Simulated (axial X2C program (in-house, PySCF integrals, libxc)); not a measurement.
**Curves of TbSH from open-shell CI on f9 s1**

Calculated with an in-house all-electron X2C program for linear molecules (integrals from PySCF): two-component X2C with atomic mean-field Coulomb and Gaunt terms, basis Tb dyall-v3z, S dyall-av3z, H dyall-v3z (cores contracted in-house). Orbitals come from Hartree–Fock averaged over the configuration Tb f9 s1; CI then distributes these electrons over the f, s shells of Tb.

Scan along the Tb–S bond with SH moving as one mass, its bond held at 1.340 Å; masses Tb 158.925 u, S 31.972 u, H 1.008 u. Energies in cm⁻¹ from the lowest point; levels are followed by energy order within each Ω. Lowest level at 2.640 Å: 100% f9 s1.

```csv
R (Å),(1)Ω=8,(1)Ω=7,(1)Ω=6,(1)Ω=5,(1)Ω=4,(1)Ω=3,(1)Ω=2,(1)Ω=1,(1)Ω=0
2.455,1434,1583,1677,1752,1827,1902,1971,2020,2038
2.548,340,501,619,714,800,879,945,990,1006
2.640,0,166,295,402,495,574,638,680,694
2.746,258,424,559,671,765,844,905,943,956
2.851,981,1143,1278,1390,1484,1560,1617,1653,1665
2.970,2158,2312,2443,2552,2642,2714,2767,2799,2810
3.115,3876,4019,4141,4243,4327,4393,4441,4471,4480
```

(1) Fit the curves (1)Ω=8, (1)Ω=7, (1)Ω=6, (1)Ω=5, (1)Ω=4, (1)Ω=3, (1)Ω=2, (1)Ω=1, (1)Ω=0 near their minima.

The 9 lowest curves are shown; the next is (2)Ω=7, from 1123 cm⁻¹.

Dynamic correlation is missing, so gaps between terms are too wide and other configurations may lie lower; the lowest level listed is that of this model, not necessarily the ground state. At most 4 roots were kept for each Ω > 0 (twice that for Ω = 0) within 2.2 eV of the lowest, so higher up levels can be missing between those listed; levels with Ω > 0 are doubly degenerate and listed once, Ω = 0 levels singly. The molecule was held linear; bending was not examined. Hydrosulfides and their kin are strongly bent in nature, so this linear model does not describe the real molecule.

Results:

(1) From the open-shell CI curves, Te from the lowest:

```csv
level,Te (cm⁻¹),Re (Å),ωe (cm⁻¹)
(1)Ω=8,0,2.648,273.6
(1)Ω=7,166,2.647,272.6
(1)Ω=6,296,2.646,271.5
(1)Ω=5,403,2.645,270.6
(1)Ω=4,496,2.644,269.9
(1)Ω=3,576,2.644,269.4
(1)Ω=2,639,2.645,269.1
(1)Ω=1,681,2.645,269.0
(1)Ω=0,695,2.645,268.9
```

Without dynamic correlation distances can be off by several hundredths of an Å (long for ionic bonds, short for multiple bonds) and the wavenumbers are rough.
